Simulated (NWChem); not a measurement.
C2H7BOS; SMILES B(C)(OC)S

```xyz
12

B      0.5277    -0.1270    -0.0171
C      1.8780    -0.9275     0.0708
H      2.7256    -0.2539     0.2639
H      2.0765    -1.4750    -0.8652
H      1.8429    -1.6810     0.8746
O      0.5488     1.2170     0.1369
C     -0.5961     2.0284     0.0760
H     -1.3271     1.7515     0.8546
H     -0.2895     3.0716     0.2355
H     -1.0915     1.9516    -0.9068
S     -1.0881    -0.9405    -0.3232
H     -0.6032    -2.1963    -0.4001
```
Atoms are numbered in this order, from 1.

Results from NWChem. STO-3G and 3-21G are far too small for this property and stand as cheap habits. The geometry was optimised at PBE0/def2-SVP. Not confirmed as a minimum by frequencies. GIAO values for the isolated, static molecule; σ is the absolute isotropic shielding, δ = σ(reference) − σ with the isolated reference molecule computed at the same levels (11B: boron trifluoride, 13C: tetramethylsilane, 1H: tetramethylsilane, 17O: water).

```
level                                 δ B1 (ppm)  δ C2 (ppm)  δ H3 (rotor mean) (ppm)  δ O6 (ppm)  δ C7 (ppm)  σ S11 (ppm)  δ H12 (ppm)
------------------------------------  ----------  ----------  -----------------------  ----------  ----------  -----------  -----------
LDA (Slater exchange, VWN5)/pcSseg-1        37.5         7.6                     0.53       186.1        56.9        554.8         2.10
Hartree-Fock/STO-3G                         46.3        10.4                     0.71        54.3        49.7        814.8        -0.18
BHandHLYP/pcSseg-1                             …         7.7                     0.53           …           …        594.7            …
KT2/pcSseg-1                                33.8         7.8                     0.51       166.1        55.2        593.1         1.73
```

Problem. Fill in the missing entries.

Solution. 
- BHandHLYP/pcSseg-1, δ B1 (ppm): 38.9
- BHandHLYP/pcSseg-1, δ O6 (ppm): 147.0
- BHandHLYP/pcSseg-1, δ C7 (ppm): 53.4
- BHandHLYP/pcSseg-1, δ H12 (ppm): 1.67
